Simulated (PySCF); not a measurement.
Job file and geometry (Å, from GFN2-xTB) of an NMR shielding run on SMILES [C@@H]1(C)C[Si@](P)(O[SiH3])O1, C₃H₁₁O₂PSi₂, GIAO PBE0/pcSseg-1 NMR shielding, non-relativistic, gas phase in PySCF 2.14.0, density-fitted response routines; density fitting, a coarse starting grid and PySCF grid level 2 are the driver's defaults:

```
$ OMP_NUM_THREADS=1 python probes_run.py task.json out

{"job": {"kind": "nmr", "xc": "PBE0", "basis": "pcSseg-1"}, "charge": 0, "multiplicity": 1}
C     -2.603588    -0.946952    -0.353120
C     -1.918998     0.280236     0.207404
C     -1.086761     1.063301    -0.808869
Si     0.358062     0.585729     0.329725
P      1.417996     2.122694     1.568729
O      1.373862    -0.500541    -0.309783
Si     2.810331    -1.257099    -0.415614
O     -0.897198    -0.104982     1.144893
H     -3.366599    -0.652092    -1.069689
H     -1.865388    -1.575175    -0.845963
H     -3.066058    -1.516779     0.448781
H     -2.630079     0.910994     0.747519
H     -1.349925     2.113104    -0.868767
H     -1.102683     0.628012    -1.801757
H      1.813414     1.183978     2.506407
H      2.599106     2.001368     0.858275
H      3.514551    -0.602693    -1.516853
H      2.470198    -2.650141    -0.679278
H      3.519953    -1.073710     0.850498
```

Q: Write the output of this run.

A: 
```
coarse grid: 17128 points
cycle   1  E = -1190.8258170317  dE =  1.036e+00  |g| = 1.016e+00  |ddm| = 3.956e+00
cycle   2  E = -1190.5174275857  dE =  3.084e-01  |g| = 1.628e+00  |ddm| = 2.301e+00
cycle   3  E = -1191.0119737078  dE = -4.945e-01  |g| = 1.411e-01  |ddm| = 1.661e+00
cycle   4  E = -1191.0159787367  dE = -4.005e-03  |g| = 5.333e-02  |ddm| = 1.829e-01
cycle   5  E = -1191.0166596699  dE = -6.809e-04  |g| = 9.642e-03  |ddm| = 5.546e-02
cycle   6  E = -1191.0166820300  dE = -2.236e-05  |g| = 3.069e-03  |ddm| = 1.480e-02
cycle   7  E = -1191.0166841224  dE = -2.092e-06  |g| = 5.958e-04  |ddm| = 3.425e-03
final grid: 150912 points
cycle   8  E = -1191.0847009854  dE = -2.542e-05  |g| = 1.225e-02  |ddm| = 2.829e-02
cycle   9  E = -1191.0846640512  dE =  3.693e-05  |g| = 1.872e-02  |ddm| = 2.191e-02
cycle  10  E = -1191.0847292456  dE = -6.519e-05  |g| = 1.292e-03  |ddm| = 1.388e-02
cycle  11  E = -1191.0847296154  dE = -3.698e-07  |g| = 2.077e-04  |ddm| = 1.460e-03
cycle  12  E = -1191.0847296248  dE = -9.455e-09  |g| = 6.660e-05  |ddm| = 2.813e-04
cycle  13  E = -1191.0847296257  dE = -8.481e-10  |g| = 2.542e-05  |ddm| = 8.124e-05
converged SCF energy = -1191.0847296257

GIAO shielding tensors (ppm)
atom      isotropic    diamagn.    paramagn.     s11        s22        s33       span
  0 C      157.647     247.745     -90.098    141.316    148.169    183.456     42.140
  1 C      114.454     249.649    -135.194     82.647    104.951    155.764     73.118
  2 C      152.043     257.620    -105.577    121.334    153.086    181.708     60.374
  3 Si     345.061     881.761    -536.700    308.759    338.162    388.262     79.503
  4 P      607.321     968.493    -361.172    552.126    611.491    658.347    106.221
  5 O      245.786     401.329    -155.543    177.260    273.637    286.461    109.201
  6 Si     393.237     880.477    -487.241    357.331    367.090    455.290     97.959
  7 O      182.000     401.369    -219.368    133.205    191.194    221.602     88.397
  8 H       30.678      28.807       1.872     26.802     27.841     37.392     10.590
  9 H       30.353      31.553      -1.200     26.736     30.738     33.585      6.849
 10 H       29.982      29.079       0.903     26.141     27.243     36.561     10.420
 11 H       26.936      31.286      -4.350     23.744     26.194     30.869      7.126
 12 H       29.569      32.611      -3.041     26.876     27.400     34.432      7.556
 13 H       30.231      33.947      -3.716     27.064     28.807     34.823      7.759
 14 H       30.300      31.520      -1.220     26.190     27.501     37.210     11.021
 15 H       30.759      31.495      -0.736     25.556     28.426     38.294     12.738
 16 H       26.624      29.187      -2.562     23.011     24.877     31.986      8.975
 17 H       26.530      29.439      -2.909     22.649     25.091     31.851      9.202
 18 H       26.539      29.588      -3.049     22.818     25.869     30.929      8.111
```

Size and cost of the density-fitted run: 212 basis functions, 2 min wall time (110 s CPU) on 1 thread of an Intel Xeon, shared host; peak memory 0.95 GiB.
